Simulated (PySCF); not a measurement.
# Reading the logs of faulty runs: BClH2OSi

These are calculations, not measurements. They come from PySCF 2.14.0, an open-source quantum chemistry program, on an isolated molecule that a program drew, which may never have been made. The molecule is BClH2OSi (charge 0, singlet), drawn as the SMILES string `OB([SiH])Cl`.

Each row is a Hartree-Fock (HF) and frozen-core CCSD(T) single point in the cc-pV(D+d)Z basis, meant for a local HF minimum. Run 1 is clean. Each other run has one planted mistake out of seven kinds, and not every kind appears here: one electron removed, one electron added, multiplicity raised by two, geometry at a saddle point, minimal basis STO-3G, one bond length entered in bohr, all coordinates scaled. The reference is restricted for singlets and unrestricted otherwise, and also for a bond in bohr. Adding or removing an electron swaps singlet and doublet. Electrons count all cores. HOMO and LUMO are orbital energies over both spins, the gradient is its largest component, and the lowest frequency (negative if imaginary) is given only where the gradient is small. Bond lengths are over the 5 bonds as drawn. T1 is the CCSD diagnostic: over 0.02 (restricted) or 0.045 (unrestricted) a single reference is doubtful.

Geometry of the clean run:
```xyz
6
BClH2OSi, angstrom
O    -2.8237    0.4343    0.0364
B    -1.9557   -0.2671    0.7770
Si   -1.2697   -0.2006    2.7112
Cl   -1.0785   -1.5852   -0.0872
H    -3.2694    1.1266    0.5012
H    -2.2777   -1.2400    3.1589
```

```
run  electrons  basis functions  <S^2>  HOMO (eV)  LUMO (eV)  gradient (hartree/bohr)  lowest frequency (cm^-1)  mean bond (Å)  longest bond (Å)      T1  HF (hartree)  CCSD(T) (hartree)                          mistake
  1         46               84  0.000      -8.98       0.24                  1.2e-05                       117         1.5315             2.053  0.0157    -849.18473         -849.72682                         no fault
  2         46               84  0.000      -9.11       0.10                  3.3e-02                         -         1.5820             2.121  0.0165    -849.17882         -849.72391           all coordinates scaled
  3         46               30  0.000      -6.29       5.42                  4.3e-02                         -         1.5315             2.053  0.0162    -839.57564         -839.72673             minimal basis STO-3G
  4         46               84  1.179      -9.58       0.36                  7.8e-03                         -         1.6997             2.053  0.0751    -849.06014         -849.58835  one bond length entered in bohr
  5         45               84  0.772     -16.89      -7.11                  6.8e-02                         -         1.5315             2.053  0.0247    -848.89000         -849.40945                                ?
```

**Which mistake was planted in run 5, and what did it cost?**

It counts 45 electrons, one fewer than the clean run, at the same geometry and basis. So the mistake is: one electron removed. Subtracting run 1 and multiplying by 627.51 kcal/mol a hartree, the energy moved by 184.9 kcal/mol in HF and 199.2 kcal/mol in CCSD(T).

Cautions from the logs. Run 4: T1 is over the limit, so its CCSD(T) energy is less reliable.
